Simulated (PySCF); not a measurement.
Si(H)(Me)(OH)(OMe) (C2H8O2Si), SMILES CO[SiH](C)O.

The structure is a stationary point at PBE-D3(BJ)/def2-SVP. The values are those of a single conformer.

Two levels are set side by side: PBE/def2-TZVP (PySCF) and CAM-B3LYP/def2-TZVP (PySCF). Same geometry, gas phase. Differences are taken from unrounded values.

```csv
quantity,PBE
orbital gap (eV),6.28
highest occupied level (eV),-6.53
lowest empty level (eV),-0.25
dipole moment (D),1.43
mean polarisability (bohr³),59.7
```

Question: These are the PBE values. What does CAM-B3LYP give? (The exact figures need the calculation; the answer reports its results.)

Answer: 
```
quantity                     CAM-B3LYP  PBE minus CAM-B3LYP
---------------------------  ---------  -------------------
orbital gap (eV)                 11.01                -4.73
highest occupied level (eV)      -9.57                 3.05
lowest empty level (eV)           1.43                -1.68
dipole moment (D)                 1.69                -0.26
mean polarisability (bohr³)       56.6                  3.1
```

PBE's occupied levels lie high since its potential decays too fast outside the molecule; exact exchange lowers them and widens the gap. Loosely held outer electrons make PBE densities more polarisable. Differences between two approximate levels are no errors against the true value.

Rough cost on one machine, each run with all the roots and properties that it gave: CAM-B3LYP against PBE within a factor of 2.
